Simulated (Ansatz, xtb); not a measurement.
**Isomers of C6H7F3 in order of energy**

3 gas-phase structures of C6H7F3, from a drawn sample of its isomers (lower ones may exist). Each was relaxed with GFN2-xTB; where two conformers were screened, the lower at r2SCAN-D4/def2-SVP is listed:

A. `C=CC1(C(F)(F)F)CC1`, a singlet
B. `C=C[C@@H]1C[C@@H]1C(F)(F)F`, a singlet
C. `C=C[C@@H]1C[C@H]1C(F)(F)F`, a singlet

Make a reasoned guess at their ranking by r2SCAN-D4/def2-SVP single-point energy.

Calculated order at r2SCAN-D4/def2-SVP: C (0.0), A (0.2), B (0.4) kcal/mol. Less than 1 kcal/mol parts C and A; A and B, so the order within those pairs means little.

Energies above the lowest of each column, in kcal/mol; the last columns are at PBE0-D3(BJ)/def2-SVP geometries:

| structure | GFN2-xTB | HF/STO-3G | r2SCAN-D4/def2-SVP | PBE0-D3(BJ)/def2-SVP | CCSD(T)/def2-SVP + ΔMP2/def2-TZVPP |
| --- | --- | --- | --- | --- | --- |
| C | 0.9 | 0.4 | 0.0 | 0.0 | 0.0 |
| A | 0.7 | 0.7 | 0.2 | 0.4 | 0.0 |
| B | 0.0 | 0.0 | 0.4 | 0.4 | 1.0 |

CCSD(T)/def2-SVP + ΔMP2/def2-TZVPP puts A lowest, with C within 1 kcal/mol; GFN2-xTB picks B, HF/STO-3G picks B. CCSD(T)/def2-SVP + ΔMP2/def2-TZVPP orders those it was run on as A (0.0), C (0.0), B (1.0) kcal/mol. Less than 1 kcal/mol parts A and C; C and B, so the order within those pairs means little. Flexible structures stand in one conformer each, not always the lowest. ΔMP2 is the change of the MP2 energy from the smaller to the larger basis.

Programs: Ansatz 0.2.0, xtb 6.7.1.
